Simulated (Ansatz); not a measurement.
FH3NNbO2 (`[NH]=[Nb]([OH])([OH])[F]`), relaxed with RKS PBE-D4/def2-SVP in Ansatz 0.2.0 from a rough embedded geometry. The force threshold is 0.03 eV/Å; the program also tests the step.

Charge 0, multiplicity 1. Nb: def2 effective core potential.

Start:

```xyz
8

N     0.364   -1.272   -1.155
Nb    0.247   -0.177    0.351
O     1.304    1.480   -0.009
O    -1.648    0.371    0.701
F     0.964   -1.085    1.972
H    -0.105   -2.254   -1.131
H     0.783    2.046   -0.641
H    -1.909    0.891   -0.089
```

```json
{"step": "1", "energy (eV)": "-9890.5633", "largest force (eV/Å)": "2.783", "largest move (Å)": "0.000"}
{"step": "2", "energy (eV)": "-9891.2587", "largest force (eV/Å)": "1.436", "largest move (Å)": "0.199"}
{"step": "3", "energy (eV)": "-9891.4734", "largest force (eV/Å)": "1.411", "largest move (Å)": "0.195"}
{"step": "4", "energy (eV)": "-9891.6909", "largest force (eV/Å)": "0.674", "largest move (Å)": "0.200"}
{"step": "5", "energy (eV)": "-9891.8731", "largest force (eV/Å)": "0.623", "largest move (Å)": "0.199"}
{"step": "6", "energy (eV)": "-9891.9534", "largest force (eV/Å)": "0.340", "largest move (Å)": "0.200"}
{"step": "7", "energy (eV)": "-9891.9725", "largest force (eV/Å)": "0.345", "largest move (Å)": "0.200"}
{"step": "8 (rejected)", "energy (eV)": "-9891.9716", "largest force (eV/Å)": "0.345", "largest move (Å)": "0.124"}
{"step": "9", "energy (eV)": "-9891.9827", "largest force (eV/Å)": "0.033", "largest move (Å)": "0.059"}
{"step": "10", "energy (eV)": "-9891.9830", "largest force (eV/Å)": "0.016", "largest move (Å)": "0.013"}
```

End:

```xyz
8

N     0.138   -1.167   -0.899
Nb    0.135   -0.023    0.441
O     1.178    1.495   -0.061
O    -1.666    0.527    0.756
F     0.863   -0.869    1.974
H     0.168   -1.877   -1.635
H     1.667    1.664   -0.885
H    -2.484    0.249    0.309
```

It took 15 s on 4 threads of a server CPU on a shared host, with 0.16 GiB of host memory at the peak.
